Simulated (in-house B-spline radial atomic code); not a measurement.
Successive ionisation energies of osmium; each step leads to the configuration of the next row (after the last: bare). NIST's values go from ground level to ground level; the uncertainty of those that are theory runs from under 0.1 % in few-electron ions to several per cent in heavy many-electron ones. Computed with a B-spline radial code for spherical atoms: non-relativistic Hartree-Fock, average of the configuration, point nuclei.

This level leaves out relativity, spin-orbit splitting included, which matters for heavy ions.

| ion | configuration | ionisation energy (eV) | tabulated value (eV) | computed minus tabulated (eV) | highest orbital | largest mean radius (bohr) |
| --- | --- | --- | --- | --- | --- | --- |
| Os66+ | [He] 2s2 2p6 | 16380.7 | 16560 | -179 | 2p | 0.082519 |
| Os67+ | [He] 2s2 2p5 | ? | ? | ? | ? | ? |
| Os68+ | [He] 2s2 2p4 | 17057.0 | 17270 | -213 | 2p | 0.081855 |
| Os69+ | [He] 2s2 2p3 | 17399.3 | 17620 | -221 | 2p | 0.081527 |
| Os70+ | [He] 2s2 2p2 | 17744.5 | 19600 | -1856 | 2p | 0.081202 |
| Os71+ | [He] 2s2 2p1 | 18092.4 | 20030 | -1938 | 2p | 0.080878 |
| Os72+ | [He] 2s2 | ? | ? | ? | ? | ? |
| Os73+ | [He] 2s1 | 18830.6 | 20920.6 | -2090 | 2s | 0.08026 |
| Os74+ | 1s2 | ? | ? | ? | ? | ? |
| Os75+ | 1s1 | 78586.5 | 85614.42 | -7028 | 1s | 0.019737 |

**Question.** Fill in the row of Os67+.

**Answer.** ionisation energy (eV): 16717.4; tabulated value (eV): 16900; computed minus tabulated (eV): -183; highest orbital: 2p; largest mean radius (bohr): 0.082186.

**Question.** Fill in the row of Os72+.

**Answer.** ionisation energy (eV): 18525.2; tabulated value (eV): 20570; computed minus tabulated (eV): -2045; highest orbital: 2s; largest mean radius (bohr): 0.080557.

**Question.** Fill in the row of Os74+.

**Answer.** ionisation energy (eV): 77297.0; tabulated value (eV): 83976.18; computed minus tabulated (eV): -6679; highest orbital: 1s; largest mean radius (bohr): 0.019835.

**Question.** Where is the largest jump?

**Answer.** From Os73+ to Os74+, by a factor of 4.10 (18831 to 77297 eV); the highest orbital goes from 2s to 1s.
